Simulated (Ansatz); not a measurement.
Reaction (isomerisation): `F[C]1([GeH3])O[SiH2]1` → `F[CH]1O[SiH2][GeH2]1`

Gas-phase electronic energies from Ansatz, PBE0-D4/def2-TZVP geometries. CCSD(T)/CBS is the MP2 limit (def2-TZVPP, def2-QZVPP) plus CCSD(T) − MP2 in def2-TZVPP, frozen cores. DFT in def2-TZVPP. B3LYP here is the variant with VWN-RPA as its local correlation; programs differ in this. For Ge outer-core shells are correlated without core-valence functions, which leaves a few kJ/mol of doubt a bond. Scalar relativity is left out up to krypton.

| level | ΔE (kJ/mol) | difference from CCSD(T)/CBS |
| --- | --- | --- |
| PBE0-D4 | -112.5 | -3.7 |
| ωB97X-V | -108.4 | 0.4 |
| ωB97M-V | -106.5 | 2.3 |
| B2PLYP | -105.3 | 3.5 |
| PBE0 | -112.2 | -3.4 |
| B3LYP | -105.3 | 3.5 |
| CCSD(T)/def2-TZVPP | -107.3 | 1.5 |
| MP2/def2-QZVPP | -105.9 | 2.9 |
| HF/CBS(def2) | -117.2 | -8.4 |
| CCSD/CBS(def2) | -111.8 | -3.0 |
| CCSD(T)/CBS | -108.8 | 0 |

Largest T1 diagnostic among the species: 0.015.

From PBE to PBE0 (25 % exact exchange), in def2-TZVPP and without D4, ΔE moves by −9.9 kJ/mol. In def2-TZVPP, CCSD(T) changes the Hartree–Fock value by +11.7 kJ/mol (the triples alone add +3.0 kJ/mol) and MP2 by +13.4 kJ/mol.

CCSD(T)/CBS has its own doubt, a few kJ/mol and more with outer-core shells, so smaller differences from it don't rank the levels.
